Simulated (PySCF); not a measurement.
## How the method changes the constants of BeAl⁺

State: ¹Σ⁺ (singlet), closed shell. Set-up: Be def2-SVP, Al def2-SVP; no relativity (PySCF 2.14). De refers to Be + Al⁺ in their ground configurations, without counterpoise correction. A positive dipole points towards Al; it is taken about the centre of mass and depends on that origin. Levels whose curve was spin-contaminated or gave no clean fit are not listed.

| Level | Re (Å) | ωe (cm⁻¹) | De (eV) | μ (D) |
| --- | --- | --- | --- | --- |
| RHF-MP2 | 2.921 | 213 | 0.461 | n/a |
| RHF-SCS-MP2 | 2.952 | 201 | 0.419 | n/a |
| RHF-CCSD | 2.946 | 187 | 0.311 | n/a |
| RHF-CCSD(T) | 2.912 | 199 | 0.344 | n/a |
| PBE | 2.788 | 270 | 0.89 | -2.31 |
| revPBE | 2.809 | 262 | 0.82 | -2.29 |
| r²SCAN | 2.787 | 274 | 0.87 | -2.57 |
| PBE0 | 2.802 | 267 | 0.80 | -2.40 |
| B97-3 | 2.826 | 257 | 0.72 | -2.27 |
| HSE06 | 2.802 | 266 | 0.81 | -2.39 |

The bond length runs from 2.787 Å (r²SCAN) to 2.952 Å (RHF-SCS-MP2). De spans 0.31 eV (RHF-CCSD, coupled cluster) to 0.89 eV (PBE, GGA).

Correlated steps freeze 5 core orbitals. Closed-shell solutions of metal pairs were not tested for spin polarisation, which can lower them a little. Correlated levels converge slowly with the basis: in double zeta they bind strong bonds too weakly, by up to about 1 eV, and carry superposition errors of some tenths. For an ion De counts to the pair picked by the measured ionisation energies or electron affinities, which need not be the lowest pair at this level. The CCSD T1 diagnostic is raised, a sign that a single reference may not be enough here.
